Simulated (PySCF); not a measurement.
Compound: C7H4O2.
SMILES: `CC#Cc1cc(=O)c1=O`

Method used: PySCF 2.14.0, density-fitted response routines, TDDFT PBE0/def2-SVPD, vertical, gas phase, core orbitals frozen in the response. Geometry: GFN2-xTB; no solvent, vibrations or thermal averaging.

```csv
state,E (eV),ν̃ (cm⁻¹),f,|μ| (D),"main configurations (H = HOMO, L = LUMO)"
S1,2.86,23060,0.0000,0.01,H→L (99%)
S2,3.44,27760,0.0001,0.07,H→L+1 (96%)
S3,4.40,35520,0.0001,0.07,H-2→L (96%)
S4,4.78,38570,0.365,4.49,H-1→L (88%)
S5,5.21,42020,0.0001,0.08,H-3→L (94%)
S6,5.36,43210,0.066,1.80,H-1→L+1 (94%)
```

Triplets, Tamm–Dancoff:

```csv
state,E (eV),λ (nm),"main configurations (H = HOMO, L = LUMO)"
T1,2.55,485.6,H→L (96%)
T2,2.94,421.3,H→L+1 (92%)
```

The lowest singlet comes at 434 nm (276 kJ/mol) in the visible; it is dark (f under 0.0005); its leading configuration is HOMO→LUMO (99%). The most intense listed level is S4 at 4.78 eV (259 nm, f = 0.365), 1.92 eV above S1. Löwdin shares by element: HOMO oxygen 52%, carbon 20% or more (atoms not listed hold the other 27%); LUMO carbon 59% or more, oxygen 10% or more (atoms not listed hold the other 31%). Weighted by f, the mean energy of these states is 4.87 eV. Of the 6 states listed, 2 reach f = 0.01 and 4 stay under 0.0005. The oscillator strengths of these states sum to 0.431; summed over the whole spectrum of an exact calculation they would give the number of electrons, 62 (Thomas–Reiche–Kuhn). S1 lies in the visible range (380 to 750 nm), at 434 nm, dark in the vertical dipole picture (f under 0.0005); light of that wavelength is violet to blue, and its complementary colour is yellow-green to yellow; a Tamm–Dancoff triplet lies at 486 nm, without intensity as long as spin–orbit coupling is left out. Only the lowest 6 singlets were computed, as vertical energies without vibronic structure.

On one thread, Intel Xeon Platinum 8488C (x86_64), shared host with 192 logical CPUs at a one-minute load of 69, this took 39 s wall (grids of density and orbitals included) and 0.92 GiB of memory at its peak.
